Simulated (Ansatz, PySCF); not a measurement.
Another site gives an ion 42596.58 eV lower (`O=[CH][GeH3]`) at the level PBE-D3(BJ)/def2-TZVP // TPSSh-D3(BJ)/def2-TZVP (PySCF).

All values below come from frozen-core CCSD(T)/cc-pVTZ // TPSSh-D3(BJ)/def2-TZVP run with Ansatz (an electronic-structure program).

Ansatz 0.2 input:
```yaml
crystal:
  periodic: [false, false, false]
  atoms:
    - { symbol: C, position_ang: [1.068999, -0.23022, -0.553515] }
    - { symbol: S, position_ang: [0.276826, 0.511869, 0.910776] }
    - { symbol: O, position_ang: [0.109265, 1.975451, 0.692687] }
    - { symbol: C, position_ang: [-1.389014, -0.249362, 0.528385] }
    - { symbol: O, position_ang: [-1.59236, -1.418858, 0.405465] }
    - { symbol: H, position_ang: [0.923534, -1.309983, -0.502092] }
    - { symbol: H, position_ang: [0.618785, 0.19269, -1.451558] }
    - { symbol: H, position_ang: [2.127386, 0.020801, -0.500821] }
    - { symbol: H, position_ang: [-2.157759, 0.550478, 0.479972] }
basis:
  gaussian: { orbitals: cc-pVTZ }
correlation:
  method: ccsd_t
```

Output:

```
Functional definition: HF
1230 factors; integrals over basis functions are off by at most 1.2e-3 eV
mean field evaluation 1: about -17010.4974 eV, gradient 5.3e1 eV
mean field evaluation 2: about -17010.8360 eV, gradient 5.4e1 eV
mean field evaluation 4: about -17016.5198 eV, gradient 4.8e0 eV
mean field evaluation 8: about -17016.6356 eV, gradient 5.4e-1 eV
mean field evaluation 16: about -17016.6388 eV, gradient 2.9e-6 eV
mean field -17016.63875896 eV, -625.3499400999 hartree, gradient 2.9e-6 eV, S^2 0.000000; 0 other end points of the search recorded, 0 dependent functions left out
9 core orbitals not correlated
reference -17016.63875896 eV, -625.3499400999 hartree; 15, 15 occupied and 186, 186 virtual orbitals, 1230 factors
second order -26.75525780 eV of doubles, -0.00000000 eV of singles
cycle   1  -26.41149172 eV  change    3.4e-1 eV  update   1.4e-1
cycle   2  -27.17397235 eV  change   -7.6e-1 eV  update   4.9e-2
cycle   3  -27.38925308 eV  change   -2.2e-1 eV  update   2.6e-2
cycle   4  -27.36693052 eV  change    2.2e-2 eV  update   7.2e-3
cycle   5  -27.36385323 eV  change    3.1e-3 eV  update   3.5e-3
cycle   6  -27.36598167 eV  change   -2.1e-3 eV  update   1.2e-3
cycle   7  -27.36551323 eV  change    4.7e-4 eV  update   5.9e-4
cycle   8  -27.36520346 eV  change    3.1e-4 eV  update   2.5e-4
cycle   9  -27.36529134 eV  change   -8.8e-5 eV  update   1.6e-4
cycle  10  -27.36531745 eV  change   -2.6e-5 eV  update   8.0e-5
cycle  11  -27.36525906 eV  change    5.8e-5 eV  update   4.4e-5
cycle  12  -27.36531125 eV  change   -5.2e-5 eV  update   2.2e-5
cycle  13  -27.36530333 eV  change    7.9e-6 eV  update   1.1e-5
perturbative correction -1.27648001 eV, -0.0469097752 hartree
Total energy: -17045.28054231 eV, -626.4025062237 hartree
```

Cost: around 6 core-minutes (rough).
